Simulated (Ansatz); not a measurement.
CH$_{5}$BClN, SMILES `NCBCl`, relaxed with RKS PBE0-D4/def2-TZVP in Ansatz from a PBE-D4/def2-SVP geometry. The force threshold is 0.005 eV/Å; the program also tests the step.

Charge 0, multiplicity 1.

Start:

```xyz
9

N     0.474   -1.281    0.101
C    -0.406   -0.154    0.322
B     0.106    1.273   -0.038
Cl    1.537    1.496   -1.046
H     0.986   -1.170   -0.782
H    -0.047   -2.162    0.042
H    -1.381   -0.153   -0.262
H    -0.767   -0.122    1.378
H    -0.503    2.272    0.286
```

(1) By how much does the energy fall, and how many steps does the optimiser take? (Estimate.)

(2) Which bonds change most? (Best estimate.)

(3) Give the relaxed structure. (Best estimate.)

Answers

(1) Computed: 0.85 kcal/mol, in 7 steps.

(2) Computed: C2–H7 from 1.136 to 1.112 Å; B3–H9 from 1.215 to 1.193 Å; C2–H8 from 1.117 to 1.100 Å; B3–Cl4 from 1.765 to 1.749 Å.

(3) Computed: 
```xyz
9

N     0.457   -1.266    0.079
C    -0.422   -0.145    0.314
B     0.101    1.267   -0.051
Cl    1.554    1.491   -0.997
H     0.974   -1.158   -0.783
H    -0.046   -2.142    0.041
H    -1.391   -0.186   -0.231
H    -0.727   -0.111    1.370
H    -0.501    2.250    0.257
```
